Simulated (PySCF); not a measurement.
Computed IR spectrum (relative IR intensity) of a molecule C₃H₄ClF. Geometry: PBE-D3(BJ)/def2-SVP. The values are those of a single conformer. Computed with PBE-D3(BJ)/def2-SVP (PySCF 2.14.0). Frequencies are harmonic and unscaled.

Lines under 2 % of the strongest are left out, and lines within 2 cm⁻¹ are merged.

| ν (cm⁻¹) | relative intensity |
|---|---|
| 372 | 3.6 |
| 456 | 3.4 |
| 747 | 19 |
| 782 | 20 |
| 974 | 68 |
| 1037 | 98 |
| 1121 | 52 |
| 1278 | 59 |
| 1347 | 3.6 |
| 1406 | 8.7 |
| 1707 | 100 |
| 2964 | 25 |
| 3030 | 9.9 |
| 3086 | 4.8 |
| 3140 | 4.3 |

Q: Which structure fits?
A. F[C@@H]1C[C@H]1Cl
B. C/C=C(\F)Cl
C. C/C(F)=C\Cl
D. C/C(Cl)=C\F

A: B, C/C=C(\F)Cl
